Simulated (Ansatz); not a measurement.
Consider the formal loss of a carbene: `C[CH2][Mg][OH]` → `[CH2]` (triplet) + `[CH3][Mg][OH]`.

Gas-phase electronic energies from Ansatz, PBE0-D4/def2-TZVP geometries. CCSD(T)/CBS is the MP2 limit (def2-TZVPP, def2-QZVPP) plus CCSD(T) − MP2 in def2-TZVPP, frozen cores. This one scheme is used for every species. Functionals use def2-TZVPP. Triplets are unrestricted, without spin–orbit coupling. For Mg outer-core shells are correlated without core-valence functions, which leaves a few kJ/mol of doubt a bond. Each species was taken in one conformer, which may not be the lowest.

`C[CH2][Mg][OH]`:

```xyz
10

C     1.049    0.109   -1.196
C     0.799    0.136    0.313
Mg   -1.177   -0.140    0.938
O    -2.843   -0.372    1.474
H     0.488    0.888   -1.720
H     2.106    0.260   -1.447
H     0.754   -0.845   -1.645
H     1.413   -0.629    0.803
H     1.150    1.089    0.728
H    -3.739   -0.497    1.752
```

`[CH2]` (triplet):

```xyz
3

C     0.160   -0.107    0.198
H     0.548   -0.292   -0.792
H    -0.707    0.399    0.594
```

`[CH3][Mg][OH]`:

Cartesian coordinates in Å:
```
C -0.479 -0.370 -1.212
Mg 0.255 0.196 0.642
O 0.882 0.677 2.219
H -0.597 -1.455 -1.285
H 0.190 -0.061 -2.021
H -1.458 0.077 -1.412
H 1.207 0.936 3.069
```

CCSD(T)/CBS gives +4.26 eV.

Another level gave +4.06 eV. Which?
A. LDA (SPW92)/def2-TZVPP
B. revPBE-D4/def2-TZVPP
C. BHLYP/def2-TZVPP
D. BHLYP-D4/def2-TZVPP

D. BHLYP-D4 4.06, LDA (SPW92) 5.01, BHLYP 4.00, revPBE-D4 4.20 eV.

Largest T1 diagnostic among the species: 0.011.

From PBE to PBE0 (25 % exact exchange), in def2-TZVPP and without D4, ΔE moves by −0.09 eV. In def2-TZVPP, CCSD(T) changes the Hartree–Fock value by +1.41 eV (the triples alone add +0.11 eV) and MP2 by +1.53 eV.
